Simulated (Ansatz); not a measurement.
The input (input.yaml):

```yaml
crystal:
  periodic: [false, false, false]
  atoms:
    - { symbol: Ge, position_ang: [0.0, 0.0, 0.0] }
    - { symbol: C, position_ang: [1.2381, 0.0, 1.7699] }
    - { symbol: H, position_ang: [0.2385, -0.3092, 2.1404] }
    - { symbol: H, position_ang: [2.0057, -0.7111, 2.1404] }
    - { symbol: H, position_ang: [1.4701, 1.0203, 2.1404] }
    - { symbol: H, position_ang: [1.7201, 0.0, 0.3225] }
    - { symbol: H, position_ang: [-0.73, 1.2648, -0.5162] }
    - { symbol: H, position_ang: [-0.73, -1.2648, -0.5162] }
basis:
  gaussian: { orbitals: def2-SVP }
hamiltonian:
  xc: pbe
relax:
  f_tol: 0.15
  max_steps: 25
  restrain:
    - { distance: [1, 5], at: 2.31, k: 30.0 }
    - { distance: [0, 1], at: 1.96, k: 30.0 }
    - { distance: [0, 5], at: 1.55, k: 30.0 }
```

Run as:

```bash
$ ansatz run input.yaml --threads 1 --pin off --max-ram 2048MiB --backend cpu --events-out ev --progress --plain --runs-dir out
```

Hardware: 1 thread of Arm Neoverse V1, with other jobs on the host.

Roughly how long does this run take, and how much memory?

14 s, with a peak of 0.13 GiB, for 7 ionic steps.
